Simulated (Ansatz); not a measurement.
```yaml
crystal:
  periodic: [false, false, false]
  atoms:
    - {symbol: O, position_ang: [-1.309678, 0.981314, 1.122596]}
    - {symbol: B, position_ang: [-0.568931, 0.298786, 0.291699]}
    - {symbol: N, position_ang: [0.670974, 0.544996, -0.711122]}
    - {symbol: C, position_ang: [0.861944, -0.490074, -0.506790]}
    - {symbol: O, position_ang: [-0.222865, -1.263941, 0.131884]}
    - {symbol: H, position_ang: [-1.185356, 1.716421, 0.883701]}
    - {symbol: H, position_ang: [1.561003, -1.521073, -1.162994]}
basis:
  gaussian: {orbitals: cc-pVTZ-DK, fitting: {mean_field: cc-pVTZ-jkfit}, final_grid: {core_spheres: 8, valence_spheres: 7, degree: 23}, point_charges: [{charge: 2.00, position_ang: [4.033, 0.164, 0.155]}]}
hamiltonian: {xc: {name: rPW86-PBE}, dispersion: d4}
scf: {lower_state_search: light}
relax: {f_tol: 0.001, max_steps: 1}
output: {forces: true}
```

```sh
$ ansatz run in.yaml --threads 2 --pin off --events-out ev --progress --plain --max-ram 4352MiB
```

It prints (some lines left out):

```
Functional definition: rPW86-PBE
455 factors; integrals over basis functions are off by at most 7.1e-1 eV
mean field evaluation 1: about -7332.6752 eV, gradient 9.6e1 eV
mean field evaluation 2: about -7289.6577 eV, gradient 1.7e2 eV
mean field evaluation 4: about -7347.6486 eV, gradient 2.1e1 eV
mean field evaluation 8: about -7348.4822 eV, gradient 1.9e-1 eV
mean field evaluation 16: about -7348.4865 eV, gradient 4.3e-5 eV
mean field -7348.48646027 eV, -270.0518964320 hartree, gradient 4.3e-5 eV, S^2 0.000000; 0 other end points of the search recorded, 0 dependent functions left out
reference -7348.48654143 eV, -270.0518994145 hartree; 18, 18 occupied and 160, 160 virtual orbitals, 455 factors
relax step   1: F+E_penalty+E_count = -7348.62292231 eV  Δ(F+E_penalty+E_count) = +0.000e0 eV  max|allowed force component| = 2.658e1 eV/Å  Δτ_max = 0.0000 Å  (27 SCF iters, accepted)
Error: geometry relaxation did not converge after 1 steps: max|allowed force component| = 2.66e1 eV/Å (threshold 1.0e-3). Raise `relax.max_steps` over both its present limit and 1, loosen `relax.f_tol`, or start from a geometry closer to equilibrium. Where this run's directory can be resumed (`checkpoint.write`), a resume goes on for up to `relax.max_steps` more
```

(1) Something in this input is off. What?

Answers

(1) The relaxation is allowed too few steps for its threshold. The run did not converge.
